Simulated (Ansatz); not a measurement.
Ansatz (an electronic-structure program) input:

Ansatz 0.2 input:
```yaml
crystal:
  periodic: [false, false, false]
  atoms:
    - {symbol: Mg, position_ang: [0.00000000, 0.00000000, 0.00000000]}
    - {symbol: F, position_ang: [-0.00000000, -0.00000000, -1.83561566]}
    - {symbol: F, position_ang: [0.00000000, 0.00000000, 1.83561566]}
basis:
  gaussian:
    orbitals: 6-31G
total_charge: 1
magnetization: {spin_polarized: true, initial_magnetization: 1}
correlation: {method: ccsd_t, electrons: outside_noble_gas}
```

Q: Predict the final energy.

A: -398.36070 Eh (CCSD(T)/6-31G). The basis has 31 functions.

The program attaches cautions to this result: other roots.
